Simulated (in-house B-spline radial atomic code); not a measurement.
Cd⁺. Computed with a B-spline radial atomic code. Model: non-relativistic spherical atom: semilocal Troullier-Martins pseudo-atom, one channel per l, against all electrons, high spin, G0W0 and RPA with empty states to l = 8, local potential for every l without a channel, a model core (radius 0 = none) keeps its share of the functional.

Without relativity these are model numbers for so heavy an element.

What the tables leave out is listed at the end.

The pseudopotential gives back the lowest level of each angular momentum of its own functional in the configuration it was made in; a second state of the same l is only approximately right. Exact exchange, RPA and GW see the smooth pseudo-orbitals and miss the exchange with the core, for which the functional's share stands in. The column with an uncorrelated core keeps all orbitals and exact exchange, and so separates missing core correlation from pseudisation. Only the three outermost levels and the lowest empty one were computed. RPA here is direct RPA, with no exchange kernel, and its energies carry an (l + 1/2)⁻⁴ tail. A hybrid on a potential with a model core restores only its own semilocal share of the core's exchange.

Command:
```bash
python run_psgw.py task.json out
```
Settings (lengths in bohr, energies in hartree):
```
Z                      48
electrons              47
configuration          [Kr] 4d10 5s1
generated_in           [Kr] 4d10 5s2
functional             pbe,pbe
core_shells            7
radius_factor          1
core_correction        True
ion_configuration      [Kr] 4d10
```

Run time, properties included: 77 s on 1 thread of Arm Neoverse N1, with other jobs on the host.

Given: made with PBE; model core radius 0.602 bohr; local radius 1.1 bohr; mean-field start PBE.

Valence shells of the generating configuration: 4p, 4d, 5s.

Channel: s 2.44, p 0.863, d 0.972 (radii in bohr).

Computed: largest level miss in the spin-unpolarised generating configuration 0.001 eV; valence RPA correlation energy pseudo -1.2671 hartree; all-electron RPA polarisability, core included 19.852 bohr³; pseudo-atom RPA polarisability 19.797 bohr³; ionisation by mean-field all-electron 16.492 eV; ionisation by mean-field pseudo minus all 0.025 eV; ionisation by RPA pseudo minus all 1.077 eV.

| level | occupied | mean-field all-electron (eV) | mean-field pseudo minus all (eV) | G0W0 all-electron (eV) | G0W0 uncorrelated core minus all (eV) | G0W0 pseudo minus all (eV) | exchange self-energy all-electron (eV) | exchange self-energy pseudo (eV) |
| --- | --- | --- | --- | --- | --- | --- | --- | --- |
| 5s up | 1 | -12.765 | -0.011 | -16.669 | -0.016 | -0.87 | -12.404 | -12.677 |
| 4d down | 1 | -21.015 | 0.037 | -27.349 | 0.09 | 0.81 | -39.242 | -32.567 |
| 5s down (empty) | 0 | -11.827 | -0.011 | -8.7779 | -0.014 | -0.87 | -3.4679 | -3.7812 |

**Question.** What is the valence RPA correlation energy all-electron orbitals?

**Answer.** -1.0797 hartree.

**Question.** What is the ionisation by RPA all-electron?

**Answer.** 16.629 eV.

Given: mean-field start PBE0.

Computed: valence RPA correlation energy all-electron orbitals -1.0259 hartree; valence RPA correlation energy pseudo -1.2119 hartree; pseudo-atom RPA polarisability 16.212 bohr³; ionisation by mean-field pseudo minus all 0.482 eV; ionisation by RPA all-electron 16.487 eV; ionisation by RPA pseudo minus all 1.198 eV.

| level | occupied | mean-field all-electron (eV) | mean-field pseudo minus all (eV) | G0W0 all-electron (eV) | G0W0 uncorrelated core minus all (eV) | G0W0 pseudo minus all (eV) | exchange self-energy all-electron (eV) | exchange self-energy pseudo (eV) |
| --- | --- | --- | --- | --- | --- | --- | --- | --- |
| 5s up | 1 | -13.462 | -0.402 | -16.557 | -0.014 | -1.061 | -12.213 | -13.156 |
| 4d down | 1 | -23.247 | 0.382 | -27.847 | 0.104 | 0.978 | -39.364 | -32.554 |
| 5s down (empty) | 0 | -10.566 | -0.358 | -8.5672 | -0.012 | -0.83 | -3.1623 | -3.8623 |

**Question.** What is the ionisation by mean-field all-electron?

**Answer.** 16.176 eV.

**Question.** What is the all-electron RPA polarisability, core included?

**Answer.** 17.563 bohr³.

Among the listed levels the largest G0W0 shift of the pseudo-atom is -1.06 eV, for 5s up on the PBE0 start, while leaving the core uncorrelated moves that level by -0.01 eV. So pseudisation and the lost core exchange, not the missing core correlation, make the error. Not in the tables (levels of low weight, unsolved or above zero; the highest and the empty levels are kept at any weight): on PBE the G0W0 levels 4d up (pseudo minus all +0.69 eV, weights 0.76 and 0.69); on PBE0 the G0W0 levels 4d up (pseudo minus all +0.79 eV, weights 0.73 and 0.83); no Hartree-Fock pseudo-atom is run with a model core.
